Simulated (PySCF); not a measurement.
A survey of 19F NMR shifts

[PySCF 2.14: σ from GIAO-PBE0/pcSseg-1; geometry: GFN2-xTB; isolated molecule; equivalent nuclei averaged; no relativistic terms; one computed conformer]

Shieldings were converted by a linear fit to measured shifts: 19F (scatter 6.0 ppm rms, 7.0 ppm with the 5 outliers that the fit left out vs CFCl3, solution or neat liquid, with a term for F on sp3 carbon). A few per cent of atoms miss by over 2 rms, more outside the fitted compound classes.

(1) Give the 19F shifts of `C=C(C#N)C(F)(F)C(F)(F)F`.

(2) Order these by 19F shift, lowest first.
A. C=C(F)[S@](C)=O
B. O=[S@@]1CC[C@H]1F
C. COC(=S)CF
D. C#C/C=C(\F)C#CC=C

Answers

(1) 
```json
{"compound": "[CH2:1]=[C:2]([C:3]#[N:4])[C:5]([F:6])([F:7])[C:8]([F:9])([F:10])[F:11]", "environment": "F9/10/11: fluorine of a CF3 group (×3)", "δ (ppm)": "-79.6"}
{"compound": "[CH2:1]=[C:2]([C:3]#[N:4])[C:5]([F:6])([F:7])[C:8]([F:9])([F:10])[F:11]", "environment": "F6/7: fluorine of a CF2 group (×2)", "δ (ppm)": "-117.3"}
```

(2) C (-212.2 ppm, fluorine on an sp3 carbon), B (-144.8 ppm, fluorine on an sp3 carbon), A (-111.6 ppm, vinylic fluorine), D (-89.1 ppm, vinylic fluorine).
